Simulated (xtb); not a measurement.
xtb input (GFN1-xTB):

```bash
xtb mol.xyz --gfn 1 --opt tight --chrg 0 --uhf 0
```
mol.xyz:
```
5

I     -1.58539644    -0.61119836    -2.08769335
Sn    -0.00000000    -0.00000000    -0.00000000
I      0.54790326     2.63521682    -0.03071067
I      2.29481000    -1.39569005    -0.17721498
I     -1.25731683    -0.62832842     2.29561900
```

Output:

```
           -------------------------------------------------
          |                Calculation Setup                |
           -------------------------------------------------

           -------------------------------------------------
          |                 G F N 1 - x T B                 |
           -------------------------------------------------

        Reference                      10.1021/acs.jctc.7b00118
      * Hamiltonian:
        H0-scaling (s, p, d)           1.850000    2.250000    2.000000
        zeta-weighting                 0.000000
      * Dispersion:
        s8                             2.400000
        a1                             0.630000
        a2                             5.000000
        s9                             0.000000
      * Repulsion:
        kExp                           1.500000
        rExp                           1.000000
      * Coulomb:
        alpha                          2.000000
        third order                    atomic
        anisotropic                    false
      * Halogen bond correction:
        rad-scale                      1.300000
        damping                        0.440000

          ...................................................
          :                      SETUP                      :
          :.................................................:
          :  # basis functions                  50          :
          :  # atomic orbitals                  45          :
          :  # shells                           15          :
          :  # electrons                        32          :
          :  # halogen bonds                     0          :
          :  max. iterations                   250          :
          :  Hamiltonian                  GFN1-xTB          :
          :  restarted?                      false          :
          :  GBSA solvation                  false          :
          :  PC potential                    false          :
          :  electronic temp.          300.0000000     K    :
          :  accuracy                    1.0000000          :
          :  -> integral cutoff          0.2500000E+02      :
          :  -> integral neglect         0.1000000E-07      :
          :  -> SCF convergence          0.1000000E-05 Eh   :
          :  -> wf. convergence          0.2000000E-04 e    :
          :  Broyden damping             0.4000000          :
          :  net charge                          0          :
          :  unpaired electrons                  0          :
          ...................................................

 iter      E             dE          RMSdq      gap      omega  full diag
   1    -18.1608312 -0.181608E+02  0.645E+00    2.25       0.0  T
   2    -18.4120830 -0.251252E+00  0.453E+00    2.41       1.0  T
   3    -18.4947293 -0.826463E-01  0.141E+00    2.33       1.0  T
   4    -18.4962628 -0.153347E-02  0.221E-01    2.32       1.0  T
   5    -18.4966157 -0.352935E-03  0.732E-03    2.32       6.1  T
   6    -18.4966160 -0.278245E-06  0.242E-03    2.32      18.5  T
   7    -18.4966160 -0.198986E-07  0.239E-05    2.32    1871.4  T
[...]
         :: add. restraining           0.000000000000 Eh    ::
         :: total charge               0.000000000000 e     ::
         :::::::::::::::::::::::::::::::::::::::::::::::::::::

           -------------------------------------------------
          |                Property Printout                |
           -------------------------------------------------

    * Orbital Energies and Occupations

         #    Occupation            Energy/Eh            Energy/eV
      -------------------------------------------------------------
         1        2.0000           -0.9207658             -25.0553
       ...           ...                  ...                  ...
         4        2.0000           -0.8764776             -23.8502
         5        2.0000           -0.8621393             -23.4600
         6        2.0000           -0.4621122             -12.5747
         7        2.0000           -0.4621121             -12.5747
         8        2.0000           -0.4621112             -12.5747
         9        2.0000           -0.4259486             -11.5907
        10        2.0000           -0.4259486             -11.5907
        11        2.0000           -0.4186721             -11.3926
        12        2.0000           -0.4186718             -11.3926
        13        2.0000           -0.4186718             -11.3926
        14        2.0000           -0.4142656             -11.2727
        15        2.0000           -0.4142648             -11.2727
        16        2.0000           -0.4142648             -11.2727 (HOMO)
        17                         -0.3310500              -9.0083 (LUMO)
        18                         -0.1732057              -4.7132
        19                         -0.1732044              -4.7131
        20                         -0.1732043              -4.7131
        21                         -0.0902196              -2.4550
        22                         -0.0902196              -2.4550
        23                         -0.0738708              -2.0101
        24                         -0.0738703              -2.0101
        25                         -0.0738703              -2.0101
        26                         -0.0665636              -1.8113
        27                         -0.0665635              -1.8113
       ...                                ...                  ...
        45                          0.9534497              25.9447
      -------------------------------------------------------------
                  HL-Gap            0.0832148 Eh            2.2644 eV
             Fermi-level           -0.3726574 Eh          -10.1405 eV

  Mulliken/CM5 charges         n(s)   n(p)   n(d)
     1I    -0.02905 -0.00913   2.029  5.020 -0.020
     2Sn    0.11622  0.03653   1.965  1.513  0.405
     3I    -0.02905 -0.00913   2.029  5.020 -0.020
     4I    -0.02906 -0.00914   2.029  5.020 -0.020
     5I    -0.02905 -0.00913   2.029  5.020 -0.020
Note: The following floating-point exceptions are signalling: IEEE_DENORMAL
normal termination of xtb

Wiberg/Mayer (AO) data.
largest (>0.10) Wiberg bond orders for each atom

 ---------------------------------------------------------------------------
     #   Z sym  total        # sym  WBO       # sym  WBO       # sym  WBO
 ---------------------------------------------------------------------------
     1  53 I    1.233 --     2 Sn   0.781     3 I    0.151     5 I    0.151
                             4 I    0.151
     2  50 Sn   3.122 --     3 I    0.781     1 I    0.781     5 I    0.781
                             4 I    0.781
     3  53 I    1.233 --     2 Sn   0.781     1 I    0.151     5 I    0.151
                             4 I    0.151
     4  53 I    1.233 --     2 Sn   0.781     3 I    0.151     1 I    0.151
                             5 I    0.151
     5  53 I    1.233 --     2 Sn   0.781     3 I    0.151     1 I    0.151
                             4 I    0.151
 ---------------------------------------------------------------------------

Topologies differ in total number of bonds
Writing topology from bond orders to xtbtopo.mol

 dipole moment from electron density (au)
     X       Y       Z
  -0.0000   0.0000   0.0000  total (Debye):    0.000

           -------------------------------------------------
          |                Geometry Summary                 |
           -------------------------------------------------

      molecular mass/u    :      626.3280002
   center of mass at/Å    :        0.0000001      -0.0000001      -0.0000000
  moments of inertia/u·Å² :        0.2472393E+04   0.2472400E+04   0.2472401E+04
rotational constants/cm⁻¹ :        0.6818348E-02   0.6818326E-02   0.6818324E-02

 * 4 selected distances

     #   Z          #   Z                                           value/Å
     1  53 I        2  50 Sn                                      2.7029341
     2  50 Sn       3  53 I                                       2.7029329 (min)
     2  50 Sn       4  53 I                                       2.7029567 (max)
     2  50 Sn       5  53 I                                       2.7029353

 * 1 distinct bonds (by element types)

   Z      Z             #   av. dist./Å        max./Å        min./Å
  50 Sn  53 I           4     2.7029397     2.7029567     2.7029329

optimized geometry written to: xtbopt.xyz

           -------------------------------------------------
          | TOTAL ENERGY              -18.471062733519 Eh   |
          | GRADIENT NORM               0.000007788690 Eh/α |
          | HOMO-LUMO GAP               2.264390336736 eV   |
           -------------------------------------------------

------------------------------------------------------------------------
------------------------------------------------------------------------
 total:
 SCF:
 ANC optimizer:
```
